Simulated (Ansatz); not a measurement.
Basis sets compared for B(NH3)F3 (BNF₃H₃). The state is a singlet with charge 0. Geometry r2SCAN-D4/def2-SVP. Ansatz on 4 threads of Arm Neoverse V1 on a shared host; times are rough, and most runs start from earlier orbitals.

```xyz
8

B     0.317    0.079   -0.792
N    -0.307   -0.077    0.769
H    -0.404    0.841    1.207
H     0.314   -0.648    1.345
H    -1.227   -0.523    0.742
F     0.408   -1.213   -1.234
F     1.520    0.702   -0.598
F    -0.620    0.838   -1.440
```

Binding counts from free atoms (B doublet, N quartet, H doublet, F doublet) in the same basis, without a counterpoise term.

```json
{"level": "HF/STO-3G", "functions": "28", "energy (Eh)": "-374.1358", "HOMO (eV)": "-9.80", "LUMO (eV)": "14.02", "binding per atom (eV)": "3.09", "wall time": "0.1 s"}
{"level": "HF/6-31G", "functions": "51", "energy (Eh)": "-379.3085", "HOMO (eV)": "-15.16", "LUMO (eV)": "4.14", "binding per atom (eV)": "2.81", "wall time": "0.15 s"}
{"level": "PBE-D4/def2-SVP", "functions": "85", "energy (Eh)": "-380.4683", "HOMO (eV)": "-7.58", "LUMO (eV)": "-0.48", "binding per atom (eV)": "4.44", "wall time": "0.55 s"}
{"level": "PBE0-D4/def2-SVP", "functions": "85", "energy (Eh)": "-380.4834", "HOMO (eV)": "-9.86", "LUMO (eV)": "0.44", "binding per atom (eV)": "4.31", "wall time": "0.65 s"}
```

Problem. Estimate the rows for HF/def2-TZVP, PBE-D4/def2-TZVP, PBE0-D4/def2-TZVP.

Solution. 
```
            level  functions  energy (Eh)  HOMO (eV)  LUMO (eV)  binding per atom (eV)  wall time
     HF/def2-TZVP        173    -379.5883     -15.11       2.37                   3.12      0.7 s
 PBE-D4/def2-TZVP        173    -380.9314      -8.09      -1.03                   4.36      1.1 s
PBE0-D4/def2-TZVP        173    -380.9428     -10.24      -0.18                   4.25      1.4 s
```
